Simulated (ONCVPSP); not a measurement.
**Before and after: ONCV potential for Pt (Z = 78)**

platinum (Pt), optimised norm-conserving Vanderbilt (ONCV), made with ONCVPSP 4.0.1 (PBE, fully relativistic). Core [Kr] 4d10 4f14, reference 5s2 5p6 5d7 (charge +3). Waves: 5s: rc 1.45 bohr, ncon 5, nbas 9, qcut 7.9 1/bohr, 2 projectors, debl 3 Ha; 5p: rc 1.15 bohr, ncon 3, nbas 6, qcut 6.6 1/bohr, 1 projector; 5d: rc 1.55 bohr, ncon 4, nbas 7, qcut 5.8 1/bohr, 3 projectors, debl 0.8 Ha; f scattering state at 0.14 Ha: rc 1.45 bohr, ncon 4, nbas 8, qcut 7.3 1/bohr, 3 projectors, debl 0.5 Ha. Local part: polynomial inside 1.10 bohr (lpopt 5, dvloc0 1 Ha). Core correction: Teter function, fcfact 4, rcfact 1.35.

Open shells are filled in proportion to 2j + 1.

In the s channel the program set the typed energies aside and used -5.025, 0.050 Ha. In the d channel the program set the typed energies aside and used -1.400, 0.250, 1.050 Ha (j = l + 1/2; the other j can differ).

Change: d: debl 4.45. In the s channel the program set the typed energies aside and used -5.025, 0.050 Ha.

Cutoffs: the cutoffs (Ha) at which the residual kinetic energy of the hardest occupied pseudo-wave falls to 1 and 0.1 mHa per electron; they do not see the model core or the augmentation charge, which bear on the density cutoff. Errors are all-electron minus pseudo energies relative to the spin-unpolarised reference configuration.

Problem. What does the change do?

Solution. The bound ghosts move from d, f to f; the errors of the 4 common tests hardly move.

| quantity | base | changed |
| --- | --- | --- |
| bound ghosts | f7/2, d3/2, f5/2 | f7/2, f5/2 |
| GHOST(+) flags under 300 eV | s at 166.9 eV | s at 166.9 eV |
| error for 5s2 5p6 5d9 6s1, meV [ΔE -61.41 eV] | +5.1 | +5.0 |
| error for 5s2 5p6 5d9, meV [ΔE -52.20 eV] | -0.6 | -0.7 |
| error for 5s2 5p6 5d8, meV [ΔE -32.21 eV] | -0.5 | -0.5 |
| error for 5s2 5p5 5d9 6s1, meV [ΔE 1.74 eV] | -24 | -24 |
| s: phases at 1.48 bohr within 0.05 rad from the reference energy up to (Ha; the scan ends near 5) | to the end of the scan | to the end of the scan |
| p3/2: phases at 1.17 bohr within 0.05 rad from the reference energy up to (Ha; the scan ends near 5) | 0.9 | 0.9 |
| p1/2: phases at 1.17 bohr within 0.05 rad from the reference energy up to (Ha; the scan ends near 5) | 0.8 | 0.8 |
| d5/2: phases at 1.58 bohr within 0.05 rad from the reference energy up to (Ha; the scan ends near 5) | to the end of the scan | to the end of the scan |
| d3/2: phases at 1.58 bohr within 0.05 rad from the reference energy up to (Ha; the scan ends near 5) | to the end of the scan | to the end of the scan |
| f7/2: phases at 1.48 bohr within 0.05 rad from the reference energy up to (Ha; the scan ends near 5) | to the end of the scan | to the end of the scan |
| f5/2: phases at 1.48 bohr within 0.05 rad from the reference energy up to (Ha; the scan ends near 5) | to the end of the scan | to the end of the scan |
| rms error of d²Exc/dni dnj with the model core, mHa | 5.05 | 5.05 |

 A true bound ghost makes a file unfit for plane-wave use even where its test errors are small: the radial tests pick states by their node count and pass the ghost by.
